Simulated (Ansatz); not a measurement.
System: SrF, charge 0, multiplicity 2. SMILES: [F][Sr]
Geometry: optimised at B3LYP-D3(BJ)/def2-TZVP (Ansatz, an electronic-structure program).

Wanted: atomisation energy, in kcal/mol. Conventions: no spin-orbit coupling; STO-3G and 3-21G all-electron and non-relativistic; LANL2DZ with its own core potentials from Na on; atomisation electronic, to ground-state atoms; open shells spin-unrestricted; def2 sets with scalar-relativistic core potentials past Kr; 6-31G* and kin with 6d, 5d where marked. First-principles rows: single points at B3LYP-D3(BJ) geometries (Ansatz). The spin state of an ion or metal species was assumed, not searched.

| level | program | atomisation energy (kcal/mol) |
|---|---|---|
| B3LYP/STO-3G | Ansatz | 24.9 |
| B3LYP/3-21G | Ansatz | 64.2 |
| B3LYP/LANL2DZ | Ansatz | 85.1 |
| B3LYP/def2-SVP | Ansatz | 125.1 |
| B3LYP/6-31G* with LANL2DZ past Ar | Ansatz | 80.1 |
| B3LYP/def2-TZVPD | Ansatz | 125.2 |

No value to compare with is used here. The 5 habitual levels span 24.9 (B3LYP/STO-3G) to 125.1 kcal/mol (B3LYP/def2-SVP); B3LYP/def2-TZVPD gives 125.2.

The sets are all those run for this method; runs whose electronic state is in doubt are left out.
